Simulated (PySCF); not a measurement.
Species: C10H19 (charge +1).
SMILES with atom numbers: `[CH3:1]/[CH:2]=[C:3](\[CH3:4])[C@@H:5]([CH2:6][CH3:7])[C+:8]([CH3:9])[CH3:10]` (hydrogens: H11, H12, H13 on C1; H14 on C2; H15, H16, H17 on C4; H18 on C5; H19, H20 on C6; H21, H22, H23 on C7; H24, H25, H26 on C9; H27, H28, H29 on C10)

Method: PySCF, PBE0-D3(BJ)/def2-SVP geometry optimisation, gas phase.

**Question.** Give the optimised bond lengths and angles.

**Answer.** 
```csv
bond,length (Å),order
C1–C2,1.471,single
C2=C3,1.369,double
C3–C4,1.504,single
C3–C5,1.561,single
C5–C6,1.513,single
C6–C7,1.519,single
C5–C8,1.451,single
"C8–C9, C8–C10",1.494,single
C1–H11,1.105,single
"C1–H12, C1–H13",1.100,single
C2–H14,1.094,single
"C4–H15, C4–H16, C4–H17",1.099,single
C5–H18,1.098,single
C6–H19,1.100,single
C6–H20,1.103,single
"C7–H21, C7–H22, C7–H23",1.100,single
C9–H24 and 3 like bonds,1.097,single
"C9–H26, C10–H29",1.104,single
```

Bonds in one row agree within 0.01 Å and their mean is given. Orders are formal, as drawn. A selection of angles:
```csv
angle,degrees
C2–C1–H11,109.0
C2–C1–H13,114.4
H11–C1–H12,104.7
H11–C1–H13,109.2
C1–C2–C3,126.4
C1–C2–H14,115.4
C3–C2–H14,118.2
C2–C3–C4,121.4
C2–C3–C5,119.2
C4–C3–C5,118.8
C3–C4–H15,109.2
C3–C4–H16,112.1
C3–C4–H17,112.6
H15–C4–H16,106.7
C3–C5–C6,119.9
C3–C5–C8,75.9
C3–C5–H18,106.5
C6–C5–C8,124.0
C6–C5–H18,112.0
C8–C5–H18,113.1
C5–C6–C7,112.4
C5–C6–H19,111.4
C5–C6–H20,106.7
C7–C6–H19,110.3
C7–C6–H20,110.2
H19–C6–H20,105.5
C6–C7–H21,111.4
H21–C7–H22,107.8
C5–C8–C9,122.6
C5–C8–C10,120.8
C9–C8–C10,114.5
C8–C9–H24,114.9
C8–C9–H25,112.1
C8–C9–H26,105.7
H24–C9–H25,110.0
H24–C9–H26,106.7
C8–C10–H28,114.1
```

Dihedral angles: C1–C2–C3–C4 1° (synperiplanar); C2–C3–C5–C6 -36° (synclinal); C3–C5–C6–C7 -68° (synclinal); C3–C5–C8–C9 -106° (anticlinal).

Of the pairs four or more bonds apart, H14···H24 is among the closest relative to their van der Waals radii: 2.09 Å, 87 % of the sum of Bondi's values. C8 (formal carbocation centre) is almost planar (angles 122.6°, 120.8° and 114.5°, sum 357.9°, 0.12 Å off the plane of its three neighbours). The C–C distances run from 1.369 Å (C2=C3, drawn double) to 1.561 Å (C3–C5, drawn single), a spread of 0.192 Å. C2 (alkene CH carbon) is planar (angles 126.4°, 118.2° and 115.4°, sum 360.0°, 0.01 Å off the plane of its three neighbours). C3 (fully substituted alkene carbon) is planar (angles 121.4°, 119.2° and 118.8°, sum 359.4°, 0.06 Å off the plane of its three neighbours).

Point group: C1 (no symmetry element, even within 0.4 Å). No PBE0-D3(BJ)/def2-SVP frequencies stand behind this structure, so it isn't proved a minimum.

One conformer stands for the species.
